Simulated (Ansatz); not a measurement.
P₂W₂⁺. Charge 1, multiplicity 2. Geometry PBE-D4/def2-SVP, that of the neutral singlet; atoms count from 1.

Cartesian coordinates in Å:
```
W -0.683 -0.185 1.073
W 0.290 1.185 -0.405
P 1.724 -0.349 0.337
P -1.331 -0.651 -1.006
```

In the def2 sets W takes a core potential; there is no spin–orbit coupling. The structure comes from a short search, and lower isomers may exist.

Question: Estimate the Mulliken populations from the PBE0/def2-TZVP orbitals of Ansatz.

Answer: 
```
atom  charge (e)  spin (α − β)  d electrons
  W1        0.56          0.44         4.42
  W2        0.56          0.44         4.42
  P3       -0.06          0.06            –
  P4       -0.06          0.06            –
```
Mulliken values depend strongly on the basis.

Question: Where does the spin sit?

Answer: Summed by element: W 0.89, P 0.11, of 1 unpaired in all. Largest on single atoms: W1 0.44, W2 0.44, P3 0.06.

Question: And the Mayer bond orders between heavy atoms (over 0.3)?

Answer: W1–W2 2.71 (2.24 Å); W1–P3 1.08 (2.52 Å); W1–P4 1.94 (2.23 Å); W2–P3 1.94 (2.23 Å); W2–P4 1.08 (2.52 Å).
